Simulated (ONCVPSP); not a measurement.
## What one change does to a pseudopotential (Zr (Z = 40), ONCV)

Zr, optimised norm-conserving Vanderbilt (ONCV), made with ONCVPSP 4.0.1 (PBE, scalar-relativistic). Core [Ar] 3d10, reference 4s2 4p6 4d2 5s2. Waves: 4s+5s: rc 2.30 bohr, ncon 4, nbas 8, qcut 6.7 1/bohr, 2 projectors; 4p: rc 2.10 bohr, ncon 4, nbas 9, qcut 6.3 1/bohr, 2 projectors, debl 2.9 Ha; 4d: rc 2.05 bohr, ncon 4, nbas 8, qcut 4.3 1/bohr, local. Local part: the d channel. Core correction: polynomial model core, fcfact 0.55.

All-electron outer shells of the reference configuration (PBE, scalar-relativistic, ld1.x):

```json
{"shell": "3d", "level (eV)": "-174.71", "outermost node (bohr)": "–", "outermost maximum (bohr)": "0.35"}
{"shell": "4s", "level (eV)": "-54.50", "outermost node (bohr)": "0.55", "outermost maximum (bohr)": "1.08"}
{"shell": "4p", "level (eV)": "-32.46", "outermost node (bohr)": "0.56", "outermost maximum (bohr)": "1.17"}
{"shell": "5s", "level (eV)": "-4.44", "outermost node (bohr)": "1.47", "outermost maximum (bohr)": "3.15"}
{"shell": "4d", "level (eV)": "-3.60", "outermost node (bohr)": "0.58", "outermost maximum (bohr)": "1.59"}
```

Change: s: rc 2.12.

Cutoffs: the cutoffs (Ha) at which the residual kinetic energy of the hardest occupied pseudo-wave falls to 1 and 0.1 mHa per electron; they do not see the model core or the augmentation charge, which bear on the density cutoff. Errors are all-electron minus pseudo energies relative to the spin-unpolarised reference configuration.

Task: Predict the effect on cutoff, ghosts and configuration errors.

Result: The potential gets neither clearly harder nor softer (29 Ha and 54 Ha → 29 Ha and 54 Ha); the d channel sets the loose cutoff, while the largest relative change is in s, which becomes harder; of the 4 tests that both files solve, the error grows in 0 and shrinks in 1 by more than 15 % and 0.3 meV (median size 6.3 → 5.3 meV); neither file shows a bound ghost.

| quantity | base | changed |
| --- | --- | --- |
| cutoff, loose | 29 Ha | 29 Ha |
| cutoff, tight | 54 Ha | 54 Ha |
| loose cutoff by channel | s 11 Ha, p 10 Ha, d 29 Ha | s 13 Ha, p 10 Ha, d 29 Ha |
| bound ghosts | none | none |
| GHOST(+) flags under 300 eV | none | none |
| error for 4s2 4p6 4d2 5s1, meV [ΔE 7.14 eV] | -2.2 | -2.0 |
| error for 4s2 4p6 4d2 5s0, meV [ΔE 20.08 eV] | -10 | -9.0 |
| error for 4s2 4p6 4d1 5s0, meV [ΔE 42.70 eV] | -2.2 | -2.4 |
| error for 4s2 4p6 4d3 5s0, meV [ΔE 7.52 eV] | -10 | -8.2 |
| p: phases at 2.13 bohr within 0.05 rad from the reference energy up to (Ha; the scan ends near 5) | to the end of the scan | to the end of the scan |
| d: phases at 2.08 bohr within 0.05 rad from the reference energy up to (Ha; the scan ends near 5) | 1.5 | 1.5 |
| rms error of d²Exc/dni dnj with the model core, mHa | 1.67 | 1.39 |
